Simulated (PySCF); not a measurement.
**Question.** Give a BHandHLYP/cc-pVDZ geometry of `NC1=CBC=C1`.

**Answer.** 
```
atom  x, y, z in Å
N1     1.6906    0.1529    1.0139
C2     0.5587   -0.0661    0.3327
C3    -0.0184   -1.2558   -0.0272
B4    -1.2820   -0.8984   -0.7738
C5    -1.3294    0.7158   -0.7807
C6    -0.2440    1.1240   -0.1294
H7     2.0113    1.0825    1.2025
H8     2.2554   -0.6128    1.3299
H9     0.4195   -2.2140    0.2234
H10   -2.0974   -1.6218   -1.2695
H11   -2.0569    1.3986   -1.2053
H12    0.0736    2.1435    0.0724
```

Orientation and origin are arbitrary. Atoms count from 1 in this order. The 5-membered ring C2–C3–B4–C5–C6 has internal angles of 105.3° to 112.4°; it is planar, 0.00 Å rms from its mean plane, widest ring torsion 0°. N1 (enamine nitrogen) is planar (angles 121.2°, 120.8° and 118.0°, sum 360.0°, 0.01 Å off the plane of its three neighbours). Of the pairs four or more bonds apart, H7···H12 is among the closest relative to their van der Waals radii: 2.48 Å, 103 % of the sum of Bondi's values. The B–C distances run from 1.511 Å (C3–B4, drawn single) to 1.615 Å (B4–C5, drawn single), a spread of 0.104 Å.

Bonds between heavy atoms (Å): N1–C2 1.339, C2=C3 1.370, C3–B4 1.511, B4–C5 1.615, C5=C6 1.330, C2–C6 1.508.

Computed, not measured: BHandHLYP/cc-pVDZ geometry optimisation, gas phase (PySCF).

Point group: Cs (every atom within 0.08 Å of its image). Stationary, but not proved a minimum.
